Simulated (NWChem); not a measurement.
## Basis-set convergence for H2INSi

```xyz
5

Si     1.1764     1.3073     0.0000
I     -0.7504    -0.3658     0.0000
N      2.4875     0.1958     0.0000
H      2.4394    -0.8216     0.0000
H      3.4482     0.5359     0.0000
```
Charge 0, spin multiplicity 1.

Program: NWChem. All single points use one geometry, from B3LYP/def2-SVP with def2 effective core potentials on I, a minimum by its harmonic frequencies. It is one conformer; others weren't searched.

Quantity: vertical ionisation energy at the level ΔPBE (Δ: difference of total energies, the cation a doublet at the parent's geometry with its hole in an orbital of symmetry a' (Cs labels); it is the state that the SCF runs reached, from PBE0 orbitals for Hartree-Fock references, and need not be the lowest).

Effective core potentials replace the inner electrons of I; spin-orbit coupling is left out. The structure started from a generated list of species. No SCF solution was tested for a lower state.

The cost column gives rough processor time relative to def2-SVP; each entry includes its own SCF.

```
basis       functions  vertical ionisation energy (eV)  relative cost
----------  ---------  -------------------------------  -------------
def2-SVP           68                             8.73              1
def2-SVPD          95                             8.79              6
def2-TZVP         130                             8.74              4
def2-TZVPP        151                             8.74              6
def2-TZVPD        157                             8.77              8
```

Smallest basis within 0.1 eV of def2-TZVPD, the largest set run: def2-SVP, with 68 functions against 157 and about 10 % of the time (also within reach: def2-SVPD, def2-TZVP, def2-TZVPP). def2-TZVPD isn't the basis-set limit itself, and a small set can land close by cancellation.
